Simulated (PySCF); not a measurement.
B(F)(OH)(SiH3) (BFH4OSi), SMILES [SiH3]B(F)O.

Geometry optimised at PBE-D3(BJ)/def2-SVP. Other conformers were not sampled.

Calculation: r2SCAN/def2-TZVPD run with PySCF.

The molecule is in vacuum.

Problem. Estimate the frontier levels, gap, dipole moment and polarisability. (An estimate is asked for; the answer gives what the named calculation found.)

Solution. 
The highest occupied level is -7.81 eV and the lowest empty level is -1.39 eV. The orbital gap is 6.42 eV and the dipole moment is 1.28 D. The quadrupole, principal values (traceless, Buckingham form, about the centre of nuclear charge) is -6.25, 0.30, 5.96 D·Å. The mean static polarisability is 50.7 bohr³ (7.52 Å³) and the polarisability, principal values comes out as 43.9, 48.4, 59.9 bohr³.
